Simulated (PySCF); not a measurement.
# Peak assignment

Cartesian coordinates in Å; atom numbers follow the order of the lines, from 1:
```xyz
19

Si    2.3754    0.4912   -0.5227
C     1.6720   -1.2780   -0.6088
P    -0.1219   -1.5220   -0.1854
C    -0.2178   -0.5976    1.3704
C    -1.1956    0.2574    1.6341
C    -2.2790    0.6144    0.6602
C    -1.8031    0.5923   -0.7618
C    -0.8747   -0.2368   -1.2171
H     1.6515    1.3756   -1.4355
H     3.7817    0.4093   -0.9303
H     2.2908    1.0084    0.8432
H     2.2294   -1.9384    0.0616
H     1.8005   -1.6886   -1.6143
H     0.5352   -0.8377    2.1104
H    -1.2428    0.7583    2.5930
H    -3.1054   -0.0991    0.7714
H    -2.6782    1.6030    0.8996
H    -2.2580    1.3222   -1.4198
H    -0.5697   -0.2247   -2.2557
```

Computed data (PySCF): geometry from GFN2-xTB, PBE0/pcSseg-1 with gauge-including orbitals. No solvent model, equivalent nuclei averaged, one computed conformer, non-relativistic Hamiltonian.

Referencing at the same level of theory: $^{13}$C, $^{1}$H vs TMS.

Q: Assign these signals to the numbered atoms. $^{13}$C{$^{1}$H} NMR (computed): δ 136.9, 136.9, 33.1, 4.2.

A: 
136.9 → C5/C7, alkene CH: as expected for a trigonal carbon in a double bond
136.9 → C4/C8, alkene CH
33.1 → C6, allylic sp3 CH2: a saturated carbon with 2 carbon neighbours and no heteroatom attached
4.2 → C2, sp3 CH2 bonded to P and Si: an electropositive neighbour leaves it electron-rich and shielded

C5/C7 and C4/C8 lie closer than the usual error of such a calculation, so a measured spectrum could show them in the other order.

Q: Assign these signals to the numbered atoms. $^{1}$H NMR (500 MHz, computed): δ 6.53 (m, 2H), 6.25 (m, 2H), 3.82 (m, 3H), 2.90 (m, 2H), 0.85 (m, 2H).

A: 
```tsv
δ (ppm)	atoms	environment	reason
6.53	H15/H18	hydrogen on an alkene CH	a vinylic proton, deshielded by the sp2 carbon and the C=C anisotropy
6.25	H14/H19	hydrogen on an alkene CH	–
3.82	H9/H10/H11	hydrogen on a silicon bonded to C	–
2.90	H16/H17	hydrogen on an allylic sp3 CH2	allylic position
0.85	H12/H13	hydrogen on an sp3 CH2 bonded to P and Si	an electropositive neighbour shields it, as in TMS itself
```

Splittings by $^{31}$P in the carbon and heteronuclear signals aren't shown, as no couplings were computed. Shifts are as computed. Against solution values, carbons near 30 ppm lie about +3 ppm off and those near 130 ppm about +5 ppm. Of 1211 compounds with measured shifts, 218 miss one by over three times the rms of a fit or turn the order of signals round; such compounds aren't used in these exercises. Multiplicities follow the n + 1 count of equivalent neighbours, as no J values were calculated; m marks all less simple cases, F and P coupling included.
